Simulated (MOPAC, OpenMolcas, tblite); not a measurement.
## How methods differ on CH3FOSi (SMILES F[SiH]1CO1)

CH3FOSi: 7 atoms, total charge 0, spin state singlet. As SMILES, `F[SiH]1CO1`. Geometry: relaxed at GFN2-xTB.

Quantity: the dipole moment, in D. The values are calculated.

| level | kind | program | value (D) |
| --- | --- | --- | --- |
| GFN1-xTB | semi-empirical | tblite | 2.59 |
| AM1 | semi-empirical | MOPAC | 2.48 |
| PM3 | semi-empirical | MOPAC | 1.95 |
| IPEA1-xTB | semi-empirical | tblite | 1.93 |
| HF/STO-3G | Hartree–Fock | OpenMolcas | 2.07 |
| HF/3-21G | Hartree–Fock | OpenMolcas | 2.89 |
| HF/def2-SVP | Hartree–Fock | OpenMolcas | 2.43 |
| BLYP/def2-SVPD | GGA | OpenMolcas | 1.86 |
| B3LYP/6-31G* (spherical functions) | global hybrid | OpenMolcas | 1.91 |
| B3LYP/6-31G* (Cartesian functions) | global hybrid | OpenMolcas | 1.91 |

The values span 1.86 to 2.89 D. Sets without polarisation functions give poor dipoles.
